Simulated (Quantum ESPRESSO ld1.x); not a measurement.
Question: Species: Cs II. Configuration: [Xe] (the NIST ground configuration). All-electron calculation, scalar-relativistic Kohn-Sham, LDA (Slater exchange, Perdew-Wang correlation), spin-polarised, spherical densities, point nucleus. Program: ld1.x of Quantum ESPRESSO 7.5. Some entries of the table are withheld. Estimate them.

| orbital | occ. | eigenvalue (eV) | r(max) (bohr) |
|---|---|---|---|
| 1s | 2 | -35766.9 | 0.01680 |
| 2s | 2 | -5615.93 | 0.09497 |
| 2p | 6 | -5040.97 | 0.07620 |
| 3s | 2 | -1171.25 | 0.2728 |
| 3p | 6 | -986.208 | (1) |
| 3d | 10 | -713.852 | 0.2202 |
| 4s | 2 | (2) | 0.6424 |
| 4p | 6 | -165.802 | 0.6728 |
| 4d | 10 | -79.5693 | (3) |
| 5s | 2 | -32.1812 | 1.537 |
| 5p | 6 | -18.8289 | 1.772 |
| 6s | 0 | -5.6465 | 4.087 |
| 4f | 0 | -0.8896 | (4) |

Answer: 
(1) 3p r(max) (bohr): 0.2668
(2) 4s eigenvalue (eV): -225.039
(3) 4d r(max) (bohr): 0.7207
(4) 4f r(max) (bohr): 14.45
